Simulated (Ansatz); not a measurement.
Start from `B[SiH](F)BO` and change one atom or group to get `B[SiH](F)Br`.

Ansatz, PBE0-D4/def2-TZVP geometries, multiplicity 1. Each molecule was computed in one conformer, which needn't be the lowest. `B[SiH](F)Br` holds a close contact that its SMILES doesn't draw: Br···B 2.66 Å.

Scalar relativity is left out up to krypton. Spin–orbit coupling is left out; it splits and shifts lone-pair levels of the heavy atoms by tenths of an eV.

| property | `B[SiH](F)BO` |
| --- | --- |
| LUMO energy (B3LYP/def2-TZVPP) / eV | -2.89 |
| HOMO–LUMO gap (PBE/def2-TZVPP) / eV | 2.82 |
| HOMO energy (ωB97M-V/def2-TZVPP) / eV | -9.75 |
| HOMO–LUMO gap (B3LYP/def2-TZVPP) / eV | 4.58 |
| LUMO energy (PBE/def2-TZVPP) / eV | -3.62 |
| size of the dipole moment (B3LYP/def2-TZVPP) / D | 2.24 |

(1) Give the same properties after the change, and the shifts. (Best estimate.)

## Answers

(1) Ansatz gave: 
```json
{"property": "LUMO energy (B3LYP/def2-TZVPP) / eV", "`B[SiH](F)Br`": "-2.19", "shift": "0.70"}
{"property": "HOMO–LUMO gap (PBE/def2-TZVPP) / eV", "`B[SiH](F)Br`": "4.15", "shift": "1.33"}
{"property": "HOMO energy (ωB97M-V/def2-TZVPP) / eV", "`B[SiH](F)Br`": "-10.39", "shift": "-0.64"}
{"property": "HOMO–LUMO gap (B3LYP/def2-TZVPP) / eV", "`B[SiH](F)Br`": "5.89", "shift": "1.31"}
{"property": "LUMO energy (PBE/def2-TZVPP) / eV", "`B[SiH](F)Br`": "-2.93", "shift": "0.69"}
{"property": "size of the dipole moment (B3LYP/def2-TZVPP) / D", "`B[SiH](F)Br`": "1.28", "shift": "-0.96"}
```

With PBE0 the HOMO falls by 0.64 eV and the LUMO rises by 0.69 eV, so the gap widens by about 1.33 eV. PBE moves the HOMO by -0.64 eV and ωB97M-V by -0.64 eV. The zero-point energy changes by -68.2 kJ/mol with -9 modes. Dipoles are sizes alone; their direction can turn.

B3LYP here is the variant with VWN-RPA as its local correlation; programs differ in this.
